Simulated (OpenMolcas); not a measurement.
An OpenMolcas run meant for Mn2+ (ANO-L-VQZP, non-relativistic; inactive shells 1s 2s 2p 3s 3p; intended active space 5 electrons in 5 orbitals (3d)). One step of its input:

```
&RASSCF
FileOrb=start.orb
Symmetry=1
Spin=6
nActEl=6 0 0
Inactive=3 6
Ras2=5 0
CIRoot=1 1 1
SDav=1
CIMx=300
Iter=56 100
PrWF=0.3
OrbListing=Nothing
MaxOrb=0
Atom
>>> COPY $Project.JobIph JOB001
```

Lines from the output:

```
--- SEWARD ---
Basis set label: MN.ANO-L...7S6P4D3F2G.

      Electronic valence basis set:
      ------------------
      Associated Effective Charge  25.000000 au
      Associated Actual Charge     25.000000 au
      Nuclear Model: Point charge

      Shell  nPrim  nBasis  Cartesian Spherical Contaminant
         s      21       7        X
         p      15       6        X
         d      10       4                 X
         f       6       3                 X
         g       4       2                 X
                  Atomic mean-field integrals
--- RASSCF ---

 Nr of active orbitals     NAC=   5
 Spin degeneracy         ISPIN=   6
 There can be no such wave function.
 ************************************************
--- Stop Module: rasscf at  /rc=_RC_INPUT_ERROR_ ---
.####################.
.# User input error #.
.####################.
```

Q: What is wrong with the input?

A: nActEl holds one electron too many for this ion, which clashes with the multiplicity.
